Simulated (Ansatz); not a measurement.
The cluster OsO₃⁻. Total charge -1; doublet. Geometry PBE-D4/def2-TZVPD; atoms count from 1.

Cartesian coordinates in Å:
```
Os 0.694 -0.280 0.254
O -2.029 0.820 -0.744
O -0.883 0.357 -0.324
O 2.218 -0.897 0.813
```

In the def2 sets Os takes a core potential; there is no spin–orbit coupling. The structure holds one bond between oxygen atoms, so isomers without such links may lie far lower. Another isomer (doublet) lies 4.37 eV lower at PBE0-D4/def2-TZVPD; other spin states weren't run for this one.

Estimate the Mulliken populations from the PBE0/def2-TZVPD orbitals of Ansatz.


```tsv
atom	charge (e)	spin (α − β)	d electrons
Os1	0.05	1.18	5.79
O2	-0.52	-0.13	–
O3	-0.06	-0.05	–
O4	-0.47	-0.01	–
```
Mulliken values depend strongly on the basis. With diffuse functions, as here, like atoms can get unlike values, and bond orders can come out too low or too high.

Where does the spin sit?

Summed by element: Os 1.18, O -0.18, of 1 unpaired in all. Largest on single atoms: Os1 1.18, O2 -0.13, O3 -0.05.

And the Mayer bond orders between heavy atoms (over 0.3)?

Os1–O2 0.35 (3.10 Å); Os1–O3 1.06 (1.80 Å); Os1–O4 1.36 (1.74 Å); O2–O3 0.79 (1.30 Å).
